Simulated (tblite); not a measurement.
Compound: C6H11ClOSi.
Z-matrix (Å and degrees, GFN2-xTB geometry), rows numbered from 1:
```
C 
C   1  1.5253
C   2  1.4934  1  109.81
O   3  1.1843  2  129.04  1   114.42
Cl  3  1.7799  2  111.80  1   -66.76
C   2  1.5453  1  114.43  3  -128.69
C   6  1.5406  2   89.84  1  -113.87
Si  7  1.9009  6  115.78  2   115.27
C   2  1.5406  1  114.89  3   129.27
H   1  1.0875  2  110.54  3    60.59
H   1  1.0871  2  109.35  3  -179.56
H   1  1.0885  2  110.43  3   -59.95
H   6  1.0884  2  113.52  1     4.46
H   6  1.0887  2  113.93  1   129.33
H   7  1.0912  6  111.89  2  -117.42
H   8  1.4621  7  108.53  6  -169.49
H   8  1.4661  7  108.90  6   -50.05
H   8  1.4622  7  108.82  6    69.22
H   9  1.0883  2  113.93  1    -4.87
H   9  1.0885  2  113.16  1  -129.67
```

All values are computed: GFN2-xTB (tblite) harmonic vibrations without scaling, gas phase. Errors from tens to a few hundred cm⁻¹ against measured bands are possible. Modes of hydrogen on silicon can be 10 to 20 % off. One conformer, not necessarily the lowest.

Harmonic wavenumbers (cm⁻¹): 39.9, 41.4, 93.4, 108.2, 177.1, 210.1, 222.6, 261.6, 314.7, 354.5, 400.4, 436.1, 512.2, 547.1, 588.1, 644.4, 657.9, 744.4, 765.6, 788.0, 790.1, 868.3, 878.3, 919.4, 969.2, 981.0, 1044.9, 1051.1, 1065.9, 1074.2, 1176.4, 1199.0, 1228.8, 1241.1, 1248.1, 1263.6, 1272.4, 1397.7, 1471.8, 1483.1, 1486.5, 1490.7, 1827.9, 2244.0, 2278.6, 2282.3, 2963.4, 2997.6, 3002.5, 3009.3, 3015.3, 3029.8, 3041.0, 3043.2.

A = 2534, B = 607.6, C = 580.8 MHz; mass 162.027 u (most abundant isotopes); point group C1, symmetry number 1.

**Question.** Zero-point energy?

**Answer.** Half the sum of the wavenumbers: 33122 cm⁻¹ = 94.70 kcal/mol.

**Question.** Give the ideal-gas entropy at 298.15 K and 1 bar in the rigid-rotor, harmonic-oscillator model (classical rotation).

**Answer.** Translation 41.18, rotation 30.26, vibration 34.20: S = 105.7 cal/(mol K).

**Question.** And Cp and H(298.15 K) − H(0)?

**Answer.** Cp = 42.58 cal/(mol K), of which vibrations give 34.63 (their classical limit is 54 R = 107.3); H(298.15 K) − H(0) = 7.61 kcal/mol without the zero-point energy, 5.24 from vibrations.

**Question.** Blend soft modes into free rotors: weight 1/[1 + (100 cm⁻¹/ν̃)⁴] for the oscillator and the rest for a rotor with moment μB/(μ + B), μ = h/(8π²ν), B = 10⁻⁴⁴ kg m². What vibrational entropy results?

**Answer.** 30.75 cal/(mol K) in place of 34.20, which changes −T·S at 298.15 K by +1.03 kcal/mol.

**Question.** How do the functions run with temperature in this model?

**Answer.** 
```
 T (K)  S (cal/(mol K))  Cp (cal/(mol K))  H − H(0) (kcal/mol)  G − H(0) (kcal/mol)  ln q(vib)
    50             61.9              14.3                 0.54                -2.55       0.87
   100             73.6              20.2                 1.41                -5.96       2.39
373.15            116.1              50.7                11.11               -32.21      10.59
   500            132.6              62.4                18.32               -48.00      14.29
   750            161.2              78.5                36.09               -84.84      21.28
  1000            185.3              88.7                57.08              -128.25      27.74
```

q(vib) and H(0) count from the zero-point level.

**Question.** Which modes carry the vibrational entropy at 298.15 K?

**Answer.** 39.9 cm⁻¹: 5.26; 41.4 cm⁻¹: 5.19; 93.4 cm⁻¹: 3.59; 108.2 cm⁻¹: 3.30; 177.1 cm⁻¹: 2.36; 210.1 cm⁻¹: 2.04 cal/(mol K); the other 48 give 12.46 together.

**Question.** What must be added to the electronic energy to get the Gibbs energy at 298.15 K and 1 bar?

**Answer.** ZPE + [H(298.15 K) − H(0)] − T·S = 94.70 + 7.61 − 31.50 = 70.81 kcal/mol.

Hindered rotation and anharmonicity are outside this model. Other conformers, if any are populated, would add a mixing term that is left out. The structure is chiral; the term R ln 2 for an equal mix with its mirror image is left out.
